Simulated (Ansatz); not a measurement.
Process, species as SMILES: Cl[Se]Cl + H+ → [SeH+](Cl)Cl
B3LYP-D3(BJ)/def2-TZVP geometries, fixed; electronic energies without zero-point terms; positive where energy is released.
Largest species:
```xyz
4

Se     0.1974    -0.1636     0.5841
Cl     0.9084     1.4315    -0.6290
Cl    -1.2571    -1.1435    -0.6183
H     -0.7848     0.6656     1.3450
```
Charge +1, spin multiplicity 1.

Basis-set convergence of the proton affinity at B3LYP with Ansatz (a program for electronic structure). Cartesian d functions, on some or all atoms, in 6-31G**, 6-311G**; all else is spherical. The program fits the integrals of some runs and decomposes those of others, by size. The proton sits at the site shown, which need not be the one that binds it best. No added dispersion term, no relativity. Functions are those of the species that has most. Reference: the value in pcseg-4, 168.55 kcal/mol, itself unsure by roughly 0.04 kcal/mol (its mean distance from aug-pcseg-3, aug-cc-pV(Q+d)Z, cc-pV(5+d)Z). Deviations are taken from unrounded values. Cost is core time over that of 6-31G**, rough, on shared machines of one kind.

```
basis            functions  proton affinity (kcal/mol)  minus reference (kcal/mol)  cost
---------------  ---------  --------------------------  --------------------------  ----
pcseg-1                 68                      161.90                       -6.64  0.7×
6-31G**                 78                      164.85                       -3.70    1×
def2-SVPD              103                      165.33                       -3.22    1×
6-311G**               104                      164.38                       -4.17    1×
aug-cc-pV(D+d)Z        109                      165.83                       -2.72    2×
pcseg-2                125                      168.16                       -0.39    1×
def2-TZVP              128                      168.78                        0.23    1×
cc-pV(T+d)Z            135                      168.42                       -0.13    2×
def2-TZVPD             158                      168.08                       -0.47    2×
aug-cc-pV(T+d)Z        192                      168.22                       -0.33    2×
pcseg-3                229                      168.55                        0.00    2×
cc-pV(5+d)Z            359                      168.63                        0.08    5×
pcseg-4                382                      168.55                        0.00    6×
```
